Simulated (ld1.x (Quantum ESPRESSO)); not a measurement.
## What the settings do to the TM semilocal potential of osmium

Base potential:

| Property | Result |
| --- | --- |
| Element | Os (Z = 76) |
| Generator | ld1.x (Quantum ESPRESSO) 7.5 |
| Type | norm-conserving Troullier–Martins (semilocal form) |
| Functional | PBE |
| Relativity | scalar-relativistic |
| Frozen core | [Kr] 4d10 4f14 |
| Valence charge | 16 |
| Reference configuration | 5s2 5p6 5d6 6s2 6p0 |
| Partial waves | 5p (bound): rc 1.80 bohr; 5d (bound): rc 2.40 bohr; 5s (bound): rc 1.30 bohr |
| Local potential | the s channel |
| Core correction | Bessel-smoothed model core, default radius (core density twice the valence density) |

Occupied shells without a wave of their own: 6s. They enter only through the test configuration that unscreens the potential, and ld1.x also counts them in the model core charge.

Cutoffs, loose and tight: the cutoffs (Ry, on a coarse ladder) from which the occupation-weighted sum of valence levels, in a spherical-Bessel basis at the reference potential, stays within 10 and 1 mRy of its value at 400 Ry. They do not see the model core or the augmentation charge, which bear on the density cutoff. Test errors are all-electron minus pseudo excitation energies from the reference, over the configurations 5s2 5p6 5d6 6s1 6p0; 5s2 5p6 5d6 6s0 6p0; 5s2 5p6 5d5 6s0 6p0; 5s2 5p6 5d6 6s1.5 6p0; 5s2 5p6 5d7 6s0 6p0; 5s1 5p6 5d6 6s2 6p0; 5s2 5p6 5d7 6s1 6p0. A dash means not determined; rows that change the core or the reference have their own tests.

With those shells counted twice in exchange and correlation these files are broken, and their errors move erratically; no question is asked of them.

Cutoffs are not given where the Bessel-basis levels miss the radial ones by over 6 mRy, ghosts where they miss by over 20 mRy; a channel whose overlap is not positive is not tested.

A semilocal file is local in each channel, so a ghost entry of none says nothing of the separable form that plane-wave codes build from it.

```csv
change,outcome,"cutoff, loose","cutoff, tight",bound ghosts,largest test error (meV)
base,"generated, misses its reference levels by 0.49 eV",90 Ry,160 Ry,none,-2683
"all radii but the core radius scaled by about 0.79 (s 1.04, p 1.42, d 1.90 bohr)",generated,120 Ry,230 Ry,none,-1122
"all radii but the core radius scaled by about 0.86 (s 1.12, p 1.54, d 2.06 bohr)",generated,120 Ry,200 Ry,none,-1303
"all radii but the core radius scaled by about 0.96 (s 1.24, p 1.72, d 2.30 bohr)","generated, misses its reference levels by 0.32 eV",100 Ry,180 Ry,none,-2012
"all radii but the core radius scaled by about 1.05 (s 1.38, p 1.90, d 2.52 bohr)","generated, misses its reference levels by 0.74 eV",90 Ry,140 Ry,none,-3673
"all radii but the core radius scaled by about 1.14 (s 1.48, p 2.06, d 2.74 bohr)","generated, misses its reference levels by 1.32 eV",70 Ry,110 Ry,none,-5975
"all radii but the core radius scaled by about 1.29 (s 1.68, p 2.32, d 3.10 bohr)","generated, misses its reference levels by 11.29 eV",–,–,not determined,"no test is counted, since the test run did not reproduce the reference configuration"
"all radii but the core radius scaled by about 1.34 (s 1.74, p 2.42, d 3.22 bohr)","generated, misses its reference levels by 4.00 eV",45 Ry,80 Ry,none,"no test is counted, since the test run did not reproduce the reference configuration"
```

Reading the sweep of the scale of all radii but the core radius (base = 1) (base included, trends over the rows without a ghost): The loose cutoff falls from 120 Ry at 0.79 to 45 Ry at 1.34. A larger radius leaves more room for a smooth pseudo-wave, so fewer plane waves are needed; a smaller one forces it to follow the all-electron wave where it bends sharply. The median size of the test errors (rows with all tests solved) rises from 226.9 meV at 0.79 to 1735.1 meV at 1.14. More of the atom is replaced by a form fitted at one configuration, so other configurations suffer as the radius grows.
